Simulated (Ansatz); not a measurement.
A displaced shape of singlet AgH:

```yaml
atoms:
  - { symbol: Ag, position_ang: [0.0481, -0.0076, -0.0450] }
  - { symbol: H, position_ang: [-0.0329, 0.0377, 1.5887] }
```

It was optimised with PBE0/def2-SVP (with the core potentials of the set past Kr) in Ansatz (development build ahead of 0.2.0) to forces under 0.001 eV/Å, with restricted orbitals. Each step stands on the lowest determinant of that kind that the program's search found.

(1) What shape does it relax to, and how does the optimisation go?

## Answers

(1)

```xyz
2

Ag    0.0478   -0.0074   -0.0376
H    -0.0325    0.0375    1.5813
```

Bond lengths: Ag1–H2 1.622 Å.

| step | E − E(start) (eV) | largest force (eV/Å) |
| --- | --- | --- |
| 1 | 0.0000 | 0.1658 |
| 2 | -0.0012 | 0.0189 |
| 3 | -0.0012 | 0.0001 |

The optimisation ended after 3 steps with its threshold met.
